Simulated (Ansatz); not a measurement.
A run for Ansatz (a program for electronic structure): R-BLYP/def2-TZVPP on H3NSTe (SMILES N[Te]S), a point of a torsion scan. Elements past Kr take the def2 small-core potentials; no spin–orbit coupling.

Ansatz 0.2 input:
```yaml
crystal:
  periodic: [false, false, false]
  atoms:
    - {symbol: N, position_ang: [-1.43566974, 0.05864605, 0.27307261]}
    - {symbol: Te, position_ang: [0.06799022, -1.07923469, 1.01715642]}
    - {symbol: S, position_ang: [1.85767757, -0.38891784, -0.44737373]}
    - {symbol: H, position_ang: [-1.26376735, 1.05290497, 0.34589123]}
    - {symbol: H, position_ang: [-1.64662964, -0.15189512, -0.69327539]}
    - {symbol: H, position_ang: [2.66993754, 0.09466687, 0.48210638]}
basis:
  gaussian:
    orbitals: def2-TZVPP
hamiltonian:
  xc: {name: BLYP}
scf: {lower_state_search: off}
```

Problem. Predict the final total energy.

Solution. -722.7533 hartree.
